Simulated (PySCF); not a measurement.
C₃H₈BNO, SMILES [C@@H]1(COB1N)C. Coordinates come from a TPSSh-D3(BJ)/def2-SVP optimisation. The structure was generated by enumeration; whether it is a known compound was not checked. The values are those of a single conformer.

These are TPSSh-D3(BJ)/def2-SVP (PySCF) values and carry that method's errors.

Harmonic wavenumbers (cm⁻¹): 120, 165, 222, 303, 373, 377, 521, 605, 619, 747, 857, 873, 910, 995, 1002, 1107, 1142, 1167, 1193, 1208, 1307, 1382, 1408, 1451, 1490, 1496, 1515, 1614, 3015, 3028, 3053, 3090, 3091, 3104, 3586, 3695. Rotational constants (GHz): 5.018, 3.327, 2.190; symmetry number 1.

### Question
Work out the zero-point energy and the ideal-gas rigid-rotor harmonic-oscillator thermochemistry at 298.15 K and 1 atm.

### Answer
ZPE = ½ Σ hcν = ½ × 51830 cm⁻¹ = 310.01 kJ/mol. H − E(el) = 330.26 kJ/mol. Entropy in J/(mol K): translation 164.14, rotation 111.20, vibration 57.64, total 332.98. G − E(el) = 230.98 kJ/mol. Cp = 110.77 J/(mol K). Modes under 150 cm⁻¹ make the vibrational entropy uncertain.
